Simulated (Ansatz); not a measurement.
Mulliken charges of H4InOP (`O[PH][InH2]`) from ωB97M-V/def2-TZVPP in Ansatz (PBE0-D4/def2-TZVP geometry).

```tsv
atom	x (Å)	y (Å)	z (Å)	charge (e)
O1	-1.845	0.147	0.079	-0.355
P2	-0.623	-0.370	-0.935	-0.058
In3	1.397	0.366	0.346	0.378
H4	-2.634	0.312	-0.442	0.185
H5	-0.484	-1.722	-0.492	0.042
H6	1.278	1.623	1.518	-0.096
H7	2.910	-0.356	-0.074	-0.096
```

By hand: the dipole of these point charges (1 e Å = 4.8032 D).

Σ q r = (0.310, -0.029, -0.084) e Å, of length 0.322 e Å = 1.55 D.

How does the dipole of the full density compare? (Estimate.)

Computed: (-0.095, 0.006, -0.086) e Å, 0.62 D; the point charges give 2.50 times that, at 123° from its direction, so they point the opposite way.

Point charges leave out the atoms' own dipoles, such as those of lone pairs, and Mulliken's split depends on the basis, so the two needn't agree.
